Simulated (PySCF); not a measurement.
PySCF input for C2HF3O, SMILES O=CC(F)(F)F, TDDFT-PBE/def2-SVPD. Geometry: PBE-D3(BJ)/def2-SVP.

```python
import numpy as np
from pyscf import gto, scf, dft, tdscf

mol = gto.M(
    atom='''
    F     0.43872547    1.02304063    1.09442896
    C    -0.00736574    0.36598248   -0.00000000
    F    -1.34222668    0.36794907    0.00000001
    F     0.43872546    1.02304063   -1.09442896
    C     0.57426818   -1.06696866   -0.00000000
    O    -0.11526607   -2.05527369    0.00000000
    H     1.70369570   -1.07816630   -0.00000001
    ''',
    basis='def2-SVPD',
    charge=0,
    spin=0,
    symmetry=True,
    max_memory=1600,
    verbose=4,
)
mf = dft.RKS(mol, xc='pbe').density_fit(auxbasis='def2-universal-jkfit')
mf.grids.level = 3
mf.conv_tol = 1e-9
mf.max_cycle = 100
mf.kernel()
mf.grids = dft.Grids(mol).set(level=1).build(with_non0tab=True)  # coarser grid for the response kernel
td = tdscf.TDDFT(mf)
td.singlet = True
td.nstates = 10
td.conv_tol = 1e-4
td.positive_eig_threshold = 1e-6
td.kernel(x0=td.get_init_guess(mf, 15))
td.analyze()
tt = tdscf.TDA(mf)
tt.singlet = False
tt.nstates = 4
tt.conv_tol = 1e-4
tt.positive_eig_threshold = 1e-6
tt.kernel(x0=tt.get_init_guess(mf, 9))
tt.analyze(verbose=3)
```

Log of the run:

```
PySCF version 2.14.0

[INPUT] verbose = 4
[INPUT] num. atoms = 7
[INPUT] num. electrons = 48
[INPUT] charge = 0
[INPUT] spin (= nelec alpha-beta = 2S) = 0
[INPUT] symmetry True subgroup None
[INPUT] Mole.unit = angstrom
[INPUT] Symbol           X                Y                Z      unit          X                Y                Z       unit  Magmom
[INPUT]  1 F      0.438725470000   1.023040630000   1.094428960000 AA    0.829070982171   1.933266605002   2.068170997193 Bohr   0.0
[INPUT]  2 C     -0.007365740000   0.365982480000   0.000000000000 AA   -0.013919231305   0.691606653589   0.000000000000 Bohr   0.0
[INPUT]  3 F     -1.342226680000   0.367949070000   0.000000010000 AA   -2.536440822284   0.695322970088   0.000000018897 Bohr   0.0
[INPUT]  4 F      0.438725460000   1.023040630000  -1.094428960000 AA    0.829070963274   1.933266605002  -2.068170997193 Bohr   0.0
[INPUT]  5 C      0.574268180000  -1.066968660000   0.000000000000 AA    1.085209582252  -2.016278550894   0.000000000000 Bohr   0.0
[INPUT]  6 O     -0.115266070000  -2.055273690000   0.000000000000 AA   -0.217821303755  -3.883904385124   0.000000000000 Bohr   0.0
[INPUT]  7 H      1.703695700000  -1.078166300000  -0.000000010000 AA    3.219518272599  -2.037439023736  -0.000000018897 Bohr   0.0

nuclear repulsion = 250.647080066404
point group symmetry = Cs
symmetry origin: [1.18107883e-09 2.75585064e-09 3.14954358e-09]
symmetry axis x: [ 1.00000000e+00 -7.24598549e-10 -1.26623667e-08]
symmetry axis y: [-7.24598563e-10 -1.00000000e+00 -1.06838309e-09]
symmetry axis z: [ 1.26623667e-08 -1.06838327e-09  1.00000000e+00]
num. orbitals of irrep A' = 89
num. orbitals of irrep A" = 51
number of shells = 56
number of NR pGTOs = 202
number of NR cGTOs = 140
basis = def2-SVPD
ecp = {}


******** <class 'pyscf.df.df_jk.DFSymAdaptedRKS'> ********
method = DFSymAdaptedRKS
initial guess = minao
damping factor = 0
level_shift factor = 0
DIIS = <class 'pyscf.scf.diis.CDIIS'>
diis_start_cycle = 1
diis_space = 8
diis_damp = 0
SCF conv_tol = 1e-09
SCF conv_tol_grad = None
SCF max_cycles = 100
direct_scf = False
XC library pyscf.dft.libxc version 7.1.2
    S. Lehtola, C. Steigemann, M. J. T. Oliveira, and M. A. L. Marques,  SoftwareX 7, 1–5 (2018)
XC functionals = pbe
    J. P. Perdew, K. Burke, and M. Ernzerhof,  Phys. Rev. Lett. 77, 3865 (1996)
    J. P. Perdew, K. Burke, and M. Ernzerhof,  Phys. Rev. Lett. 78, 1396 (1997)
    J. P. Perdew, K. Burke, and M. Ernzerhof,  Phys. Rev. Lett. 77, 3865 (1996)
    J. P. Perdew, K. Burke, and M. Ernzerhof,  Phys. Rev. Lett. 78, 1396 (1997)
radial grids:
    Treutler-Ahlrichs [JCP 102, 346 (1995); DOI:10.1063/1.469408] (M4) radial grids

becke partition: Becke, JCP 88, 2547 (1988); DOI:10.1063/1.454033
pruning grids: <function nwchem_prune>
grids dens level: 3
symmetrized grids: True
atomic radii adjust function: <function treutler_atomic_radii_adjust>
small_rho_cutoff = 0
Freeze 0 electrons in irreps []
    48 free electrons in irreps A' A"
Set gradient conv threshold to 3.16228e-05
Initial guess from minao.
tot grids = 94912
init E= -451.533602256799
HOMO (A') = -0.31057068638056  LUMO (A") = -0.138217563075707  gap/eV = 4.68997
cycle= 1 E= -450.578223315131  delta_E= 0.955  |g|= 1.09  |ddm|= 3.18
HOMO (A') = -0.146484297533781  LUMO (A") = -0.0571901811327487  gap/eV = 2.42982
cycle= 2 E= -448.943960134205  delta_E= 1.63  |g|= 3.07  |ddm|= 3.72
HOMO (A') = -0.276459742261266  LUMO (A") = -0.127406712248643  gap/eV = 4.05594
cycle= 3 E= -450.771197299411  delta_E= -1.83  |g|= 0.375  |ddm|= 3.16
HOMO (A') = -0.253753580216457  LUMO (A") = -0.127494436287421  gap/eV = 3.43569
cycle= 4 E= -450.786716965749  delta_E= -0.0155  |g|= 0.246  |ddm|= 0.46
HOMO (A') = -0.26856260239952  LUMO (A") = -0.13693230782123  gap/eV = 3.58184
cycle= 5 E= -450.797755826408  delta_E= -0.011  |g|= 0.0282  |ddm|= 0.177
HOMO (A') = -0.264536634401629  LUMO (A") = -0.132134315363109  gap/eV = 3.60285
cycle= 6 E= -450.797935183197  delta_E= -0.000179  |g|= 0.00897  |ddm|= 0.0327
HOMO (A') = -0.265401033436353  LUMO (A") = -0.132956648982459  gap/eV = 3.60400
cycle= 7 E= -450.797950777623  delta_E= -1.56e-05  |g|= 0.00336  |ddm|= 0.0093
HOMO (A') = -0.265618113523438  LUMO (A") = -0.133088117293892  gap/eV = 3.60632
cycle= 8 E= -450.797952636896  delta_E= -1.86e-06  |g|= 0.00107  |ddm|= 0.00256
HOMO (A') = -0.265608521664879  LUMO (A") = -0.133040814368145  gap/eV = 3.60735
cycle= 9 E= -450.797952819165  delta_E= -1.82e-07  |g|= 0.000267  |ddm|= 0.000898
HOMO (A') = -0.265620821160758  LUMO (A") = -0.133053424388169  gap/eV = 3.60734
cycle= 10 E= -450.79795283245  delta_E= -1.33e-08  |g|= 5.51e-05  |ddm|= 0.000314
HOMO (A') = -0.265617674834588  LUMO (A") = -0.133050085101816  gap/eV = 3.60735
cycle= 11 E= -450.797952833118  delta_E= -6.68e-10  |g|= 7.88e-06  |ddm|= 7.59e-05
HOMO (A') = -0.265616911764439  LUMO (A") = -0.133050025587738  gap/eV = 3.60733
Extra cycle  E= -450.797952833108  delta_E= 1.01e-11  |g|= 1.02e-05  |ddm|= 1.79e-05
converged SCF energy = -450.797952833108
tot grids = 33912
Overwritten attributes  positive_eig_threshold  of <class 'pyscf.tdscf.rks.CasidaTDDFT'>


******** <class 'pyscf.tdscf.rks.CasidaTDDFT'> for <class 'pyscf.df.df_jk.DFSymAdaptedRKS'> ********
nstates = 10 singlet
deg_eia_thresh = 1.000e-03
wfnsym = None
conv_tol = 0.0001
eigh lindep = 1e-12
eigh level_shift = 0
eigh max_cycle = 100


Excitation energies (eV)
[3.88415594 6.79687075 7.1630649  7.27632363 7.44771673 7.51136063
 8.04546183 8.22531334 8.37541948 8.37874162]

** Singlet excitation energies and oscillator strengths **
Excited State   1:   A"      3.88416 eV    319.20 nm  f=0.0000
      24 -> 25        0.70738
Excited State   2:   A'      6.79687 eV    182.41 nm  f=0.0017
      23 -> 25        0.70602
Excited State   3:   A"      7.16306 eV    173.09 nm  f=0.0006
      20 -> 25        0.34484
      21 -> 25        0.61642
Excited State   4:   A'      7.27632 eV    170.39 nm  f=0.0223
      22 -> 25        0.12211
      24 -> 26        0.69354
Excited State   5:   A"      7.44772 eV    166.47 nm  f=0.0030
      20 -> 25        0.61195
      21 -> 25       -0.33790
Excited State   6:   A'      7.51136 eV    165.06 nm  f=0.0359
      19 -> 25        0.44469
      22 -> 25       -0.53409
      24 -> 26        0.11427
Excited State   7:   A'      8.04546 eV    154.10 nm  f=0.0177
      24 -> 27       -0.69864
Excited State   8:   A'      8.22531 eV    150.73 nm  f=0.0458
      24 -> 28        0.69519
Excited State   9:   A"      8.37542 eV    148.03 nm  f=0.0025
      16 -> 25       -0.16054
      18 -> 25        0.68267
Excited State  10:   A'      8.37874 eV    147.97 nm  f=0.0249
      17 -> 25       -0.67083
      19 -> 25        0.14531
      22 -> 25        0.13172

** Transition electric dipole moments (AU) **
state          X           Y           Z        Dip. S.      Osc.
  1         0.0000     -0.0000      0.0059      0.0000      0.0000
  2        -0.1009     -0.0173      0.0000      0.0105      0.0017
  3         0.0000     -0.0000     -0.0578      0.0033      0.0006
  4        -0.3466      0.0697     -0.0000      0.1250      0.0223
  5         0.0000      0.0000      0.1272      0.0162      0.0030
  6        -0.0196     -0.4414     -0.0000      0.1952      0.0359
  7        -0.2443     -0.1738     -0.0000      0.0899      0.0177
  8        -0.4763     -0.0207     -0.0000      0.2273      0.0458
  9         0.0000      0.0000     -0.1098      0.0121      0.0025
 10         0.0332      0.3469      0.0000      0.1214      0.0249

** Transition velocity dipole moments (imaginary part, AU) **
state          X           Y           Z        Dip. S.      Osc.
  1        -0.0000      0.0000     -0.0003      0.0000      0.0000
  2        -0.0262     -0.0048      0.0000      0.0007      0.0019
  3         0.0000      0.0000     -0.0145      0.0002      0.0005
  4        -0.0923      0.0211     -0.0000      0.0090      0.0223
  5        -0.0000     -0.0000      0.0336      0.0011      0.0027
  6        -0.0054     -0.1183     -0.0000      0.0140      0.0339
  7        -0.0714     -0.0495     -0.0000      0.0075      0.0170
  8        -0.1453     -0.0001     -0.0000      0.0211      0.0466
  9        -0.0000     -0.0000     -0.0318      0.0010      0.0022
 10         0.0087      0.1054     -0.0000      0.0112      0.0242

** Transition magnetic dipole moments (imaginary part, AU) **
state          X           Y           Z
  1        -0.5453     -0.8976      0.0000
  2        -0.0000      0.0000      0.1225
  3         0.0369     -0.0381     -0.0000
  4         0.0000     -0.0000     -0.2342
  5        -0.1587      0.4498     -0.0000
  6        -0.0000     -0.0000      0.1131
  7        -0.0000     -0.0000     -0.2393
  8        -0.0000     -0.0000      0.6765
  9         0.1012     -0.1378      0.0000
 10         0.0000      0.0000      0.0005
Overwritten attributes  positive_eig_threshold  of <class 'pyscf.tdscf.rks.TDA'>


******** <class 'pyscf.tdscf.rks.TDA'> for <class 'pyscf.df.df_jk.DFSymAdaptedRKS'> ********
nstates = 4 triplet
deg_eia_thresh = 1.000e-03
wfnsym = None
conv_tol = 0.0001
eigh lindep = 1e-12
eigh level_shift = 0
eigh max_cycle = 100


Excitation energies (eV)
[3.20137909 5.91223539 6.69707942 6.74384309]

** Triplet excitation energies and oscillator strengths **
Excited State   1:   A"      3.20138 eV    387.28 nm  f=0.0000
Excited State   2:   A'      5.91224 eV    209.71 nm  f=0.0000
Excited State   3:   A'      6.69708 eV    185.13 nm  f=0.0000
Excited State   4:   A"      6.74384 eV    183.85 nm  f=0.0000
```

The run converged.

Cost: about 40 core-seconds (a rough figure).
